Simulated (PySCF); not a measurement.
Work out the structure from these simulated measurements.

Formula: C8H10N2.

| Property | Result |
| --- | --- |
| Rotational structure | rotational constants A, B, C: 2.108, 1.090, 0.755 GHz [GFN2-xTB] |
| 1H NMR | chemical shifts (computed TMS as zero) by class: 8.90 (1 H), 7.91 (1 H), 6.94 (1 H), 5.88 (1 H), 5.38 (1 H), 2.06 (1 H), 0.92 (2 H), 0.52 (2 H) ppm [GIAO PBE0/pcSseg-1] |
| Dipole | 3.05 D [PBE0/pcSseg-1] |
| 13C NMR | chemical shifts (computed TMS as zero) by class: 144.5 (1 C), 141.1 (1 C), 133.2 (1 C), 125.3 (1 C), 114.6 (1 C), 8.3 (1 C), 7.6 (2 C) ppm [GIAO PBE0/pcSseg-1] |
| NMR, other nuclei | isotropic shieldings of nuclei other than C and H, by class: -67 (1 N), 49 (1 N) ppm [GIAO PBE0/pcSseg-1] |

Gas-phase values; electronic properties from PySCF, density fitting. Levels stand in brackets. The structure is a single GFN2-xTB conformer in the gas phase; no vibrational or solvent corrections. GFN2-xTB frequencies show an imaginary mode (33i cm⁻¹), so this geometry is no minimum at that level. NMR values are class means; diastereotopic atoms form classes of their own.

Question: Give a SMILES that accounts for the data.

Answer: Numbering: `[CH2:1]=[CH:2][c:3]1[cH:4][n:5][nH:6][c:7]1[CH:8]1[CH2:9][CH2:10]1`. Its formula, C8H10N2, gives 5 degrees of unsaturation: 2 rings and 3 π bonds in the structure found (Kekulé form). 8 carbons fall into 7 classes; from least to most shielded: substituted aromatic carbon [C7] (144.5 ppm), aromatic CH next to a ring nitrogen [C4] (141.1 ppm), alkene CH carbon [C2] (133.2 ppm), substituted aromatic carbon [C3] (125.3 ppm), terminal =CH2 carbon [C1] (114.6 ppm), benzylic-type carbon [C8] (8.3 ppm), three-membered-ring carbon [C9/C10] (7.6 ppm, 2 C, up to 7.8 ppm apart in this geometry). Hydrogen classes from least to most shielded: 1 H on a pyrrole-type nitrogen, N6 (8.90 ppm), 1 H on an aromatic CH next to a ring nitrogen, C4 (7.91 ppm), 1 H on an alkene CH carbon, C2 (6.94 ppm), 1 H on a terminal =CH2 carbon, C1 (5.88 ppm), 1 H on a terminal =CH2 carbon, C1 (5.38 ppm), 1 H on a benzylic-type carbon, C8 (2.06 ppm), 2 H on 2 three-membered-ring carbons, C9/C10 (0.92 ppm), 2 H on 2 three-membered-ring carbons, C9/C10 (0.52 ppm, a mean of values up to 0.6 ppm apart in this geometry). The other shieldings belong to: -67 ppm, pyridine-type nitrogen [N5]; 49 ppm, pyrrole-type nitrogen [N6]. The optimised geometry has point group C1 and is an asymmetric top. Structure: `C=Cc1cn[nH]c1C1CC1`. Computed isomers that give other values at the same levels: `Cc1cnncc1C1CC1` (13C chemical shifts (computed TMS as zero) by class: 155.7 (1 C), 152.1 (1 C), 143.6 (1 C), 141.5 (1 C), 18.2 (1 C), 14.5 (1 C), 7.0 (2 C) ppm); `C=CCn1nccc1C=C` (13C chemical shifts (computed TMS as zero) by class: 146.9 (1 C), 145.5 (1 C), 142.0 (1 C), 131.4 (1 C), 122.7 (1 C), 119.5 (1 C), 109.3 (1 C), 58.1 (1 C) ppm); `N#C[C@H]1CC[C@H](C#N)CC1` (13C chemical shifts (computed TMS as zero) by class: 126.2 (2 C), 28.6 (4 C), 26.9 (2 C) ppm). The assignments are read from this structure; whether some other isomer fits the data as well wasn't checked.

Shape of the structure used: `[CH2:1]=[CH:2][c:3]1[cH:4][n:5][nH:6][c:7]1[CH:8]1[CH2:9][CH2:10]1`: C1–C2–C3–C4 -2°, N6–C7–C8–C9 86°.
